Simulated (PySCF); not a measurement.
Delta-SCF ions had no search for a lower state. Excitations are Tamm–Dancoff values on a coarser integration grid. The basis has no diffuse functions, so Rydberg states are missing or too high.

Z-matrix (Å, degrees):
```
In
Cl 1 2.2923
Cl 1 2.2923 2 120.00
Cl 1 2.2923 2 120.01 3 180.00
```
Charge 0, multiplicity 1.

Task: Predict the HOMO–LUMO gap, vertical ionisation energy (Delta-SCF) and brightest of the four lowest singlets (TDA) from PBE0-D4/def2-TZVP (PySCF).

Result: 
```
Property                                       Result
-------------------------------------------  --------
HOMO–LUMO gap                                 6.57 eV
vertical ionisation energy (Delta-SCF)       11.42 eV
brightest of the four lowest singlets (TDA)   5.38 eV
```
